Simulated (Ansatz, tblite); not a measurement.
Adding an electron: the cluster Sr₂S₂⁺ (the lowest doublet isomer of a short search). The state is a doublet with charge 1. Geometry: r2SCAN-D4/def2-TZVP. Ansatz, gas phase; energy differences of separate SCF runs; the reduced species is a singlet (the triplet lies 1.05 eV higher at PBE0-D4/def2-TZVP).

```xyz
4

Sr   -0.333   -1.989    0.713
Sr    0.330    1.992   -0.705
S     1.483   -0.026    0.620
S    -1.480    0.023   -0.628
```

In the def2 sets Sr takes a core potential; there is no spin–orbit coupling. The xTB rows come from tblite. The structure comes from a short search, and lower isomers may exist.

```csv
level,−HOMO (eV),−LUMO (eV),vertical EA (eV),HOMO–LUMO gap (eV)
GFN1-xTB,–,–,10.32,–
GFN2-xTB,–,–,11.75,–
PBE-D4/def2-TZVP,8.38,7.63,5.20,0.75
r2SCAN-D4/def2-TZVP,8.46,7.37,5.07,1.09
PBE0-D4/def2-TZVP,9.33,6.71,5.13,2.62
```

  HOMO and LUMO are the levels of the spin that leaves or enters (xTB has no such levels and no spin-polarisation term). Other spin states of the ions may lie lower, which would lower the ionisation energy or raise the affinity. Raw xTB energy differences between charge states are shifted by several eV; the methods need an empirical correction for them.
